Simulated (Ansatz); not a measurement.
# Ligand exchange: CH3Br + KSH → CH4S + KBr

Species: CH3Br (bromomethane) `CBr`, singlet; KSH `[SH][K]`, singlet; CH4S (methanethiol) `CS`, singlet; KBr, singlet. The partners trade Br for SH: C–Br and K–SH bonds give way to C–SH and K–Br.

Shapes, held fixed at every level: PBE0-D4/def2-TZVP. Programs: Ansatz 0.2.0. The zero-point and thermal change to 298 K, harmonic and unscaled (PBE0-D4/def2-TZVP), is +4.4 kJ/mol.

Estimate ΔH(298 K) of this reaction.

The highest level, CCSD(T)/def2-TZVPP, gives ΔH(298 K) = -107.2 kJ/mol; the levels span -129.9 to -101.9. The column of differences is taken from that level and isn't an error. No measured value is set beside it here. Relativity is left out for Br unless named. Correlated rows may include outer-core shells of Br, K, which these sets cover unevenly.

| level | kind | ΔH(298 K) (kJ/mol) | less CCSD(T)/def2-TZVPP |
| --- | --- | --- | --- |
| HF/def2-SVP | Hartree–Fock | -129.1 | -21.9 |
| PBE-D4/def2-TZVPP | GGA | -101.9 | +5.3 |
| r2SCAN-D4/def2-TZVPP | meta-GGA | -111.8 | -4.6 |
| wB97M-V/def2-TZVPP | range-separated hybrid | -111.8 | -4.6 |
| wB97X-V/def2-TZVPP | range-separated hybrid | -114.4 | -7.2 |
| MP2/def2-SVP | perturbation theory | -129.9 | -22.7 |
| CCSD/def2-TZVPP | coupled cluster or CI | -109.7 | -2.5 |
| CCSD(T)/def2-TZVPP | coupled cluster or CI | -107.2 | 0.0 |
